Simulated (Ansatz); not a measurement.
Compare A (`B/C=C(\C)O`) with its isomer B (`BCC(C)=O`).

Program: Ansatz. Geometries: PBE0-D4/def2-TZVP. ΔE: electronic, gas phase. CCSD(T)/CBS is the MP2 limit (def2-TZVPP, def2-QZVPP) plus CCSD(T) − MP2 in def2-TZVPP, frozen cores. Functionals use def2-TZVPP. B3LYP here is the variant with VWN-RPA as its local correlation; programs differ in this. One conformer a species, not always the lowest.

(1) Which is lower in electronic energy at CCSD(T)/CBS, and by how much? (Best estimate.)

(2) Give E(B) − E(A) in kJ/mol with B3LYP-D4, PBE0-D4, PBE-D4, B2PLYP, ωB97M-V, r2SCAN-D4, MP2/def2-TZVPP. (Estimate.)

Largest T1 diagnostic: 0.014.

Results:

(1) Computed: B, by 7.0 kJ/mol.

(2) Ansatz gave: B3LYP-D4 -3.3, PBE0-D4 -2.4, PBE-D4 1.1, B2PLYP -6.1, ωB97M-V -7.6, r2SCAN-D4 -1.4, MP2/def2-TZVPP -6.5. The order is the other way round with PBE-D4.

From PBE to PBE0 (25 % exact exchange), in def2-TZVPP and without D4, E(B) − E(A) moves by −3.4 kJ/mol. In def2-TZVPP, CCSD(T) changes the Hartree–Fock value by +14.0 kJ/mol (the triples alone add +3.5 kJ/mol) and MP2 by +16.5 kJ/mol.
